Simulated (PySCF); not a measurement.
## Working out the ionisation energy of Rh

Rh [Kr] 4d8 5s1 (4F) → Rh⁺ [Kr] 4d8 (3F). Computed with PySCF 2.14 in def2-TZVP with the def2 core potential (28 electrons) (6s4p3d1f, 40 functions), with a scalar-relativistic core potential. Frozen: 4s2 4p6. Energies in hartree (1 hartree = 27.21139 eV):

| part | Rh (lower) | Rh⁺ (upper) |
| --- | --- | --- |
| UHF | -109.743193 | -109.511356 |
| MP2 opposite-spin | -0.108275 | -0.096824 |
| MP2 same-spin | -0.071020 | -0.058799 |

Question: What does Hartree-Fock give?

Answer: (-109.511356) − (-109.743193) = 0.231837 hartree = 6.309 eV.

Question: What do MP2 and SCS-MP2 (6/5 opposite-spin, 1/3 same-spin) give?

Answer: The opposite-spin parts differ by 0.312 eV and the same-spin parts by 0.333 eV. MP2: 6.309 + (0.312) + (0.333) = 6.954 eV. SCS-MP2: 6.309 + 1.2 × (0.312) + (0.333)/3 = 6.794 eV.

Measured between the centres of the two terms (NIST): 7.479 eV, so MP2 (valence) is off by -0.525 eV.

What remains against the reference includes basis incompleteness, the frozen core and correlation beyond second order.
